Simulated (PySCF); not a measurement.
Norbornane, C7H12.
SMILES with atom numbers: `[CH2:1]1[CH2:2][C@@H:3]2[CH2:4][CH2:5][C@H:6]1[CH2:7]2` (hydrogens: H8, H9 on C1; H10, H11 on C2; H12 on C3; H13, H14 on C4; H15, H16 on C5; H17 on C6; H18, H19 on C7)

Method used: PBE0-D3(BJ)/def2-SVP geometry optimisation, gas phase (PySCF 2.14.0).

**Question.** List the bond lengths, angles and torsions at this level.

**Answer.** 
```tsv
bond	length (pm)	order
C1–C2, C4–C5	155.2	single
C1–C6 and 3 like bonds	153.6	single
C3–C7, C6–C7	153.4	single
C1–H8 and 3 like bonds	110.1	single
C1–H9 and 3 like bonds	110.1	single
C3–H12, C6–H17	110.0	single
C7–H18, C7–H19	110.2	single
```

Bonds in one row agree within 1 pm and their mean is given. Orders are formal, as drawn. A selection of angles:
```tsv
angle	degrees
C2–C1–C6	103.1
C2–C1–H8	111.2
C2–C1–H9	113.0
C6–C1–H8	110.7
C6–C1–H9	111.9
H8–C1–H9	107.0
C2–C3–C4	108.4
C2–C3–C7	101.5
C2–C3–H12	113.9
C7–C3–H12	116.3
C6–C7–H18	113.3
C3–C7–C6	94.3
H18–C7–H19	108.8
```

Torsions: C6–C1–C2–C3 0° (synperiplanar); C1–C2–C3–C4 71° (synclinal); C2–C3–C4–C5 -71° (synclinal); C3–C4–C5–C6 0° (synperiplanar); C4–C5–C6–C7 -35° (synclinal); C5–C6–C7–C3 56° (synclinal); C2–C1–C6–C5 -71° (synclinal); C2–C3–C7–C6 56° (synclinal).

Of the pairs four or more bonds apart, H10···H14 is among the closest relative to their van der Waals radii: 2.40 Å, 100 % of the sum of Bondi's values. The 5-membered ring C3–C4–C5–C6–C7 has internal angles of 94.3° to 103.1°; it is puckered, 0.26 Å rms from its mean plane, widest ring torsion 56°. The 5-membered ring C1–C2–C3–C7–C6 has internal angles of 94.3° to 103.1° (sum 504°, against 540° for a flat polygon); it is puckered, 0.26 Å rms from its mean plane, widest ring torsion 56°.

Point group: C2v (every atom within 0.08 Å of its image). No frequency check.

Rough CPU time on one thread of a shared machine: about 30 s. This is the geometry optimisation.
